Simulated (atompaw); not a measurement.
neodymium (Nd): one change to a PAW (atompaw) potential, before and after

atompaw 4.2.0.5 input, output lines left out:

```
Nd 60
GGA-PBESOL scalarrelativistic loggrid 2001 logderivrange -3 5 201
6 6 5 4 0 0
6 0 0
6 1 0
5 2 0
4 3 4
0 0 0
c
c
c
c
c
v
c
c
c
c
v
c
c
v
v
3
3.00 2.45 2.75 2.70
y
-0.35
n
y
0.7
n
y
0.9
n
y
-0.75
n
custom polynom vanderbiltortho sinc
bessel
3.00
3.00
3.00
3.00
3.00
3.00
1.95
1.95
```

Change: reference 4f4 5d0 6s1.75 6p0.25.

Cutoffs: the cutoffs (Ry, on a coarse ladder) from which the occupation-weighted sum of valence levels, in a spherical-Bessel basis at the reference potential, stays within 10 and 1 mRy of its value at 400 Ry; they do not see the model core or the augmentation charge, which bear on the density cutoff.

Problem. What does the change do?

Solution. The potential gets neither clearly harder nor softer (35 Ry and 60 Ry → 35 Ry and 55 Ry); both files keep a bound ghost (p, s); the range in which the d phases agree narrows (upper end at the end of the scan → 2.8).

| quantity | base | changed |
| --- | --- | --- |
| cutoff, loose | 35 Ry | 35 Ry |
| cutoff, tight | 60 Ry | 55 Ry |
| bound ghosts | s, p | s, p |
| s: phases at 3.01 bohr within 0.05 rad from the reference energy up to (Ry; the scan ends near 5) | 3.4 | 4.2 |
| p: phases at 3.01 bohr within 0.05 rad from the reference energy up to (Ry; the scan ends near 5) | to the end of the scan | to the end of the scan |
| d: phases at 3.01 bohr within 0.05 rad from the reference energy up to (Ry; the scan ends near 5) | to the end of the scan | 2.8 |
| f: phases at 3.01 bohr within 0.05 rad from the reference energy up to (Ry; the scan ends near 5) | 0.5 | 1.2 |
| lowest overlap eigenvalue by channel | s 0.41, p 0.67, d 0.93, f 1.00 | s 0.61, p 0.79, d 0.95, f 1.00 |

 A true bound ghost makes a file unfit for plane-wave use even where its test errors are small: the radial tests pick states by their node count and pass the ghost by. The cutoffs see the waves, projectors and local potential, not the compensation charge or the core.
